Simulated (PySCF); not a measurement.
# Reading the logs of faulty runs: AlGeH5NSi cation

All numbers below are calculated, not measured. The program is PySCF 2.14.0, an open-source quantum chemistry code, run on an isolated molecule that a program drew, which may never have been made. The molecule is AlGeH5NSi cation (charge +1, singlet), drawn as the SMILES string `[AlH+][N]=[SiH][GeH3]`.

Each row is a Hartree-Fock (HF) and frozen-core CCSD(T) single point in the cc-pV(D+d)Z basis, meant for a local HF minimum. Run 1 is clean. Each other run has one planted mistake out of seven kinds, and not every kind appears here: one electron removed, one electron added, multiplicity raised by two, geometry at a saddle point, minimal basis STO-3G, one bond length entered in bohr, all coordinates scaled. The reference is restricted for singlets and unrestricted otherwise, and also for a bond in bohr. Adding or removing an electron swaps singlet and doublet. Electrons count all cores. HOMO and LUMO are orbital energies over both spins, the gradient is its largest component, and the lowest frequency (negative if imaginary) is given only where the gradient is small. Bond lengths are over the 8 bonds as drawn. T1 is the CCSD diagnostic: over 0.02 (restricted) or 0.045 (unrestricted) a single reference is doubtful. Germanium has the cc-pVDZ-PP basis, with a core potential (ECP10MDF) in place of its 10 inner electrons, and its 3s, 3p and 3d shells are frozen in CCSD(T).

Geometry of the clean run:
```xyz
9
AlGeH5NSi cation, angstrom
Al   -3.2821   -2.6377    0.2688
N    -1.6583   -2.3013    0.3431
Si   -0.0828   -2.0307    0.4559
Ge    1.0566   -0.1565   -0.5703
H    -4.7910   -2.9316    0.1871
H     0.7265   -2.9860    1.2359
H     2.0914   -0.7552   -1.5130
H     1.7091    0.6163    0.5676
H    -0.0023    0.6550   -1.2997
```

```
run  electrons  basis functions  <S^2>  HOMO (eV)  LUMO (eV)  gradient (hartree/bohr)  lowest frequency (cm^-1)  mean bond (Å)  longest bond (Å)      T1  HF (hartree)  CCSD(T) (hartree)                     mistake
  1         70              108  0.000     -14.33      -3.57                  3.1e-05                        29         1.6580             2.422  0.0181    -881.36329         -881.81624                    no fault
  2         70              108  2.023     -10.31      -5.95                  1.2e-01                         -         1.6580             2.422  0.0670    -881.24715         -881.68901  multiplicity raised by two
  3         70              108  0.000     -13.96      -3.64                  4.1e-02                         -         1.7426             2.545  0.0206    -881.34093         -881.80505      all coordinates scaled
  4         71              108  0.864      -4.97       1.46                  4.8e-02                         -         1.6580             2.422  0.0268    -881.51847         -881.99625          one electron added
  5         70              108  1.220     -12.69      -5.05                  4.4e-02                         -         1.8426             3.137  0.0385    -881.22850         -881.65461                           ?
  6         69              108  0.769     -20.47     -10.99                  7.7e-02                         -         1.6580             2.422  0.0550    -880.90047         -881.31779                           ?
```

**Which mistake was planted in run 5, and what did it cost?**

The mean bond changes by a factor of 1.111 and the longest by 1.295, so the molecule wasn't scaled as a whole. A length L in bohr read as angstrom grows by (1/0.5292 - 1) L = 0.890 L. The 8 bonds together grew by 8 x 0.1846 = 1.477 Å, which gives L = 1.660 Å. That is bond Al1-N2, 1.660 Å in the clean geometry. So the mistake is: one bond length entered in bohr. Subtracting run 1 and multiplying by 627.51 kcal/mol a hartree, the energy moved by 84.6 kcal/mol in HF and 101.4 kcal/mol in CCSD(T).

**Which mistake was planted in run 6, and what did it cost?**

It counts 69 electrons, one fewer than the clean run, at the same geometry and basis. So the mistake is: one electron removed. Subtracting run 1 and multiplying by 627.51 kcal/mol a hartree, the energy moved by 290.4 kcal/mol in HF and 312.8 kcal/mol in CCSD(T).

Cautions from the logs. Run 2: T1 is over the limit, so its CCSD(T) energy is less reliable; run 3: T1 is over the limit, so its CCSD(T) energy is less reliable; run 6: T1 is over the limit, so its CCSD(T) energy is less reliable.
